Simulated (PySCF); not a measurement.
**Converging GaCl⁺ in the basis (PBE0)**

PySCF, UKS reference; doublet, unpaired electrons σ ↑; De to Ga⁺ + Cl without counterpoise correction.

| basis | relativity | functions | Re (Å) | ωe (cm⁻¹) | De (eV) | μ (D) |
| --- | --- | --- | --- | --- | --- | --- |
| cc-pVDZ-PP/cc-pV(D+d)Z | scalar-relativistic core potentials | 46 | 2.126 | 382 | 0.81 | -3.11 |
| cc-pVTZ-PP/cc-pV(T+d)Z | scalar-relativistic core potentials | 78 | 2.092 | 411 | 0.98 | -2.92 |
| def2-TZVPPD | no relativity | 105 | 2.088 | 428 | 1.13 | -2.95 |

Q: How does each smaller set differ from the one with most functions, def2-TZVPPD?

A: cc-pVDZ-PP/cc-pV(D+d)Z: +3.8 pm, -10.7 % in ωe, -0.32 eV in De; cc-pVTZ-PP/cc-pV(T+d)Z: +0.4 pm, -4.0 % in ωe, -0.15 eV in De. All at PBE0; the set with most functions is neither the basis-set limit nor always the best. The rows treat relativity differently, so the differences are not basis effects alone.

A positive dipole points towards Cl; it is taken about the centre of mass and depends on that origin. Spin–orbit coupling is left out. For an ion De counts to the pair picked by the measured ionisation energies or electron affinities, which need not be the lowest pair at this level. The state was picked by a PBE0 search and need not be the measured ground state.
